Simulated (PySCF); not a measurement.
## LuOCl at several levels of theory

Computed with PySCF 2.14.0 (density fitting, no spin-orbit coupling) at the geometry relaxed with PBE0:

```xyz
3
LuOCl (singlet)
Lu    0.2090    0.0000   -0.3747
O     1.6807    0.0000    0.6261
Cl   -1.8690    0.0000    0.8750
```

```tsv
level	basis	state	HOMO (eV)	gap (eV)	charge on Lu1 (e)	population of f-type functions on Lu1 (core shells left out)	dipole about the centre of mass (D)	largest force component (eV/Å)
PBE0	Lu def2-SVP with ECP28, O def2-SVP, Cl def2-SVP	singlet	-6.84	4.00	0.91	14.05	7.32	0.01
TPSSh	the same	singlet	-6.02	2.98	0.90	14.04	7.14	0.30
PBE0	Lu def2-TZVP with ECP28, O def2-TZVP, Cl def2-TZVP	singlet	-7.02	4.12	1.22	14.02	7.54	0.16
```

Charges are Mulliken's, which hang on the basis. The relaxation used the grid (50, 194), these runs (75, 302) or, all-electron (x2c bases, spin-free X2C Hamiltonian), (99, 590).

What does BLYP with Lu def2-SVP with ECP28, O def2-SVP, Cl def2-SVP give here?

state singlet, HOMO (eV) -5.25, gap (eV) 1.70, charge on Lu1 (e) 0.74, population of f-type functions on Lu1 (core shells left out) 14.03, dipole about the centre of mass (D) 6.50, largest force component (eV/Å) 1.10. Time: 5.5 s on 2 threads of Arm Neoverse V2 (shared host), from an already converged density.

In the first row's basis the gap widens with exact exchange: 1.7 eV for BLYP (none); 3.0 to 4.0 eV for TPSSh, PBE0 (a fixed share).
